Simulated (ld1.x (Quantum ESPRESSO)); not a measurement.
**aluminium, PAW: configuration errors across variants**

aluminium, PAW, made with ld1.x (Quantum ESPRESSO) 7.5 (LDA (PZ), scalar-relativistic). Core [Ne], reference 3s1.5 3p1.5. Waves: 3s (bound): rcut 1.40, rcutus 1.85 bohr; 3s channel at 0.1 Ry: rcut 1.40, rcutus 1.85 bohr; 3p (bound): rcut 1.55, rcutus 1.80 bohr; 3p channel at 4.7 Ry: rcut 1.55, rcutus 1.80 bohr. Local part: all-electron potential smoothed inside 1.80 bohr (lloc = -2). Core correction: Bessel-smoothed model core inside 1.25 bohr. Augmentation charge: PSQ, inside the norm-conserving radii.

All-electron excitation energies from the reference (eV): (1) 3s2 3p1 -2.551; (2) 3s2 3p0 3.295; (3) 3s1 3p0 22.673; (4) 3s1 3p2 2.604; (5) 3s0 3p3 7.954; (6) 3s1 3p1 9.115; (7) 3s2 3p1.3 -3.149; (8) 3s1.5 3p1.5 spin -0.621; (9) 3s2 3p1 spin -2.687.

Spin tests fill each open shell by Hund’s rule, majority spin first.

3 further variants failed, have other tests or another functional or relativity, and are left out.

Errors AE − PS in meV (a dash: test not solved or not reliable):

| change | (1) | (2) | (3) | (4) | (5) | (6) | (7) | (8) | (9) | bound ghosts |
| --- | --- | --- | --- | --- | --- | --- | --- | --- | --- | --- |
| base | -0.2 | -0.5 | -21 | -0.4 | -2.3 | -2.2 | -0.2 | -1.0 | -0.3 | none |
| local potential all-electron potential smoothed inside 1.58 bohr (lloc = -2) | -0.2 | -0.5 | -21 | -0.4 | -2.3 | -2.2 | -0.2 | -1.0 | -0.3 | none |
| local potential all-electron potential smoothed inside 1.40 bohr (lloc = -2) | -0.2 | -0.5 | -21 | -0.4 | -2.2 | -2.2 | -0.2 | -1.0 | -0.3 | none |
| all radii but the core radius scaled by about 1.30 (s 2.42, p 2.34 bohr, rcut 1.82/2.02); local potential all-electron potential smoothed inside 2.34 bohr (lloc = -2) | -0.2 | -0.5 | -20 | -0.3 | -2.4 | -2.2 | -0.2 | -0.8 | -0.3 | none |
| type RRKJ; waves now 3p (bound): rc 1.80 bohr; 3s (bound): rc 1.85 bohr; local potential the s channel; rho0 0.01 | 0.0 | +0.5 | +9.8 | -0.1 | -0.2 | +3.9 | +0.4 | +3.3 | +0.6 | none |
| core correction Bessel-smoothed model core inside 0.82 bohr | -0.2 | -0.5 | -21 | -0.4 | -2.3 | -2.2 | -0.2 | -1.0 | -0.3 | none |

Give the same row for: wave 3p channel at 4.7 Ry: rcut 1.55, rcutus 1.80 bohr becomes 3p channel at 0.05 Ry: rcut 1.55, rcutus 1.80 bohr.

-0.3, -0.5, -21, -0.4, -3.2, -3.0, -0.3, -1.0, -0.4; bound ghosts: none.
